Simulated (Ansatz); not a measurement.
Input for Ansatz (a first-principles code): R-CCSD(T)/def2-TZVPP on H2O (SMILES O).

Ansatz 0.2 input:
```yaml
crystal:
  periodic: [false, false, false]
  atoms:
    - {symbol: O, position_ang: [-0.00000000, 0.00000000, 0.38961139]}
    - {symbol: H, position_ang: [0.00000000, 0.76498632, -0.19485569]}
    - {symbol: H, position_ang: [0.00000000, -0.76498632, -0.19485569]}
basis:
  gaussian:
    orbitals: def2-TZVPP
magnetization: {spin_polarized: false}
correlation: {method: ccsd_t, electrons: outside_noble_gas}
scf: {lower_state_search: off}
```

The log:

```
WARN ansatz: RAYON_NUM_THREADS=4 ignored (pool sized by the plan → 4); use --threads N
Functional definition: HF
these checks for a lower state are left out or cut short: stability, starts, cluster_reference, orbital_swaps, neighbouring_geometries, increment
integrals: 0.02 GiB planned
361 factors; integrals over basis functions are off by at most 7.6e-4 eV
mean field: 0.06 GiB planned
mean field evaluation 1: about -2067.9828 eV, gradient 3.3e1 eV
mean field evaluation 2: about -2067.9824 eV, gradient 3.3e1 eV
mean field evaluation 4: about -2069.7479 eV, gradient 1.4e0 eV
mean field evaluation 8: about -2069.7552 eV, gradient 2.8e-5 eV
mean field -2069.75518834 eV, -76.0621002409 hartree, gradient 3.7e-6 eV, S^2 0.000000; 0 other end points of the search recorded, 0 dependent functions left out
1 core orbitals not correlated
reference -2069.75518834 eV, -76.0621002409 hartree; 4, 4 occupied and 54, 54 virtual orbitals, 361 factors
second order -7.11138023 eV of doubles, -0.00000000 eV of singles
coupled cluster: 0.11 GiB planned
cycle   1  -7.11577653 eV  change   -4.4e-3 eV  update   4.1e-2
cycle   2  -7.24800925 eV  change   -1.3e-1 eV  update   1.1e-2
cycle   3  -7.27221809 eV  change   -2.4e-2 eV  update   4.3e-3
cycle   4  -7.27083843 eV  change    1.4e-3 eV  update   8.1e-4
cycle   5  -7.27123469 eV  change   -4.0e-4 eV  update   2.9e-4
cycle   6  -7.27130620 eV  change   -7.2e-5 eV  update   7.9e-5
cycle   7  -7.27130272 eV  change    3.5e-6 eV  update   2.7e-5
cycle   8  -7.27129933 eV  change    3.4e-6 eV  update   7.4e-6
perturbative correction -0.20809069 eV, -0.0076471917 hartree
Total energy: -2077.23457835 eV, -76.3369627544 hartree
Checks for a lower state left out: stability, starts, cluster_reference, orbital_swaps, neighbouring_geometries, increment
```

The run converged.

Cost: roughly 0.6 core-seconds.
